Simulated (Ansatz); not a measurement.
Species: AuCl, charge 1, multiplicity 2. The spin state was set by rule; other spins were not relaxed. 
Structure (B3LYP-D3(BJ)/def2-TZVP (Ansatz, a quantum-chemistry and plane-wave program) minimum search):
```
Au
Cl 1 2.2439
```
Charge +1, spin multiplicity 2.

Basis-set convergence of Hartree-Fock and CCSD correlation energies (hartree) with Ansatz. Cores are frozen in the correlated levels unless marked. Open shells are spin-unrestricted. Spin-orbit coupling is left out. Frozen are the shells of the preceding noble gas and the d and f shells that filled before the atom's block. Past Kr the def2 sets carry scalar-relativistic core potentials.

| basis | functions | E(HF) | E(corr, CCSD) |
|---|---|---|---|
| def2-SVPD | 62 | -593.83049 | -0.36985 |
| def2-TZVPPD | 110 | -593.99382 | -0.51469 |
| def2-QZVPPD | 167 | -594.00716 | -0.54791 |

Extrapolating the two largest sets (X = 3 and 4) as X^-3: E(corr) = (64·(-0.54791) - 27·(-0.51469))/37 = -0.5722 Eh, an estimate of the basis-set limit. The largest set recovers 95.8 % of it, the smallest 64.6 %.
